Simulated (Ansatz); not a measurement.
Wavefunction ladder for C₂H₅AlFGa (`F/[C]([GaH2])=[CH]/[AlH2]`)

Z-matrix (Å, degrees):
```
Al
C 1 1.985
Ga 1 2.991 2 63.3
H 1 1.590 2 117.6 3 -101.2
H 1 1.590 2 117.6 3 100.9
H 1 1.909 2 93.3 3 -0.1
C 2 1.335 1 116.5 3 0.1
H 2 1.093 1 126.2 3 -179.9
H 3 1.550 1 151.4 2 179.6
F 7 1.352 2 122.9 1 180.0
```

The species carries charge 0 and has multiplicity 1. Correlated methods include outer-core shells of Ga, which these sets cover unevenly. Scalar relativity is left out up to krypton. All single points use the PBE0-D4/def2-TZVP geometry. Frozen core, restricted reference, Ansatz.

```csv
basis,HF (Eh),MP2 corr.
def2-SVP,-2342.72856,-0.72570
def2-TZVPP,-2343.27570,-0.87843
def2-QZVPP,-2343.33113,-1.17593
```

(1) Estimate the CCSD correlation energy and the (T) correction in each basis where they were run (hartree).

## Answers

(1) 
```json
{"basis": "def2-SVP", "CCSD corr.": "-0.75818", "(T)": "-0.02489"}
{"basis": "def2-TZVPP", "CCSD corr.": "-0.90849", "(T)": "-0.03757"}
```
